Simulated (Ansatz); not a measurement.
Cost and result for the atomization energy of `[CH3][Al]([NH2])[CH2]F` (12 atoms, 11 bonds).

```xyz
12

C    -1.014   -1.341   -0.844
Al   -0.126    0.058    0.175
N    -0.862    0.745    1.633
C     1.643    0.798   -0.347
F     2.101    0.164   -1.515
H    -1.978   -1.627   -0.416
H    -1.186   -1.021   -1.876
H    -0.391   -2.239   -0.899
H    -0.461    1.468    2.207
H    -1.753    0.464    2.010
H     2.412    0.656    0.423
H     1.614    1.875   -0.551
```

Total charge 0; spin multiplicity 1. The geometry is a stationary point of PBE0-D4/def2-TZVP. It is one conformer, not always the lowest. Program: Ansatz. All runs use 4 threads of an AMD EPYC 9R45 on a shared host. Times are those of one run each, without the atoms' runs, and a repeat can differ threefold. Electronic energies, without spin–orbit coupling; frozen cores. CCSD(T)/CBS adds CCSD(T) − MP2 in def2-TZVPP to the MP2 limit, and its time is that of the two runs behind it. T1 = 0.011. B3LYP takes the VWN-RPA correlation (the form of Gaussian; ORCA's B3LYP/G). HSE06 is the plane-wave form, built on full-range PBE exchange.

CCSD(T)/CBS is a level of theory with its own doubt, some kJ/mol a heavy atom from the limit and from the frozen cores, so smaller differences don't rank the functionals.

```
                            level  functions  wall time  atomization (kcal/mol)  difference from CCSD(T)/CBS  per bond
           LDA (SPW92)/def2-TZVPP        264      0.5 s                  1172.8                        141.7      12.9
             revPBE-D4/def2-TZVPP        264      0.7 s                  1021.7                         -9.4      -0.9
  PBE-D4/def2-TZVPP (with forces)        264      0.9 s                  1047.8                         16.7       1.5
              HSE06-D4/def2-TZVPP        264      1.2 s                  1029.5                         -1.6      -0.1
          CAM-B3LYP-D4/def2-TZVPP        264      1.2 s                  1037.4                          6.3       0.6
            r2SCANh-D4/def2-TZVPP        264      1.6 s                  1024.2                         -6.9      -0.6
B3LYP-D4/def2-TZVPP (with forces)        264      1.6 s                  1031.7                          0.6       0.1
                 CCSD(T)/def2-SVP        109      1.7 s                   968.9                        -62.2      -5.7
                B97M-V/def2-TZVPP        264      2.6 s                  1032.1                          1.0       0.1
 ωB97M-V/def2-TZVPP (with forces)        264      3.4 s                  1034.3                          3.2       0.3
                   MP2/def2-QZVPP        508      7.5 s                  1033.6                          2.5       0.2
               CCSD(T)/def2-TZVPP        264       44 s                  1002.9                        -28.2      -2.6
                CCSD(T)/CBS(def2)          –       51 s                  1031.1                          0.0       0.0
```

The D4 term adds +7.2 kcal/mol with B3LYP and +3.8 kcal/mol with PBE0; it sums over pairs of atoms, weighted by their polarisabilities, and B3LYP, whose exchange is more repulsive, gets the larger term. At CCSD(T), def2-SVP lies −62.2 kcal/mol from the extrapolated value and def2-TZVPP −28.2 kcal/mol: correlation converges slowly with the basis, and small sets miss more of it in the bonded molecule than in its fragments. In def2-TZVPP, CCSD(T) changes the Hartree–Fock value by +257.7 kcal/mol (the triples alone add +13.8 kcal/mol) and MP2 by +271.6 kcal/mol; breaking electron pairs costs correlation energy, which Hartree–Fock lacks.
